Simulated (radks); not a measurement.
Valence configurations of neutral mercury. All-electron calculation, scalar-relativistic Kohn-Sham, PBEsol, spin-polarised, spherical densities, finite nucleus; open shells are filled with parallel spins first (spin-orbit coupling, left out, can overturn this in heavy ions); Fermi nuclear charge, rms radius 5.4648 fm. Program: a radial shooting solver on a logarithmic mesh with Libxc functionals. Energies are relative to [Hg]; eigenvalues in eV for spin up.

valence                     E (eV)  moment (Bohr magnetons)    e(4f)    e(5d)   e(6p)    e(6s)
[Hg]                         0.000                        0  -95.973   -9.885       -   -6.861
[Xe] 4f14 5d9.5 6s2 6p0.5    4.734                        1  -98.843  -12.317  -1.910   -8.333
[Xe] 4f14 5d10 6s1 6p1       5.498                        2  -98.002  -12.029  -2.442   -8.851
[Xe] 4f14 5d9 6s2 6p1       10.046                        2  -101.59  -14.587  -2.667   -9.616
[Xe] 4f14 5d10 6p2          12.051                        2  -99.873  -13.732  -3.291        -
[Xe] 4f14 5d9.5 6p2.5       17.417                        3  -102.36  -15.745  -3.868        -
[Xe] 4f14 5d8 6s2 6p2       22.338                        4  -107.01  -18.936  -3.971  -11.903
[Xe] 4f13.5 5d10 6s2 6p0.5  49.406                        1  -105.11  -12.801  -1.884   -8.309
[Xe] 4f13 5d10 6s2 6p1      102.68                        2  -114.33  -15.670  -2.636   -9.615

NIST lists [Hg] as the ground configuration; this level of theory agrees among the configurations tried. The energies are those of spherical high-spin densities, not of single terms.
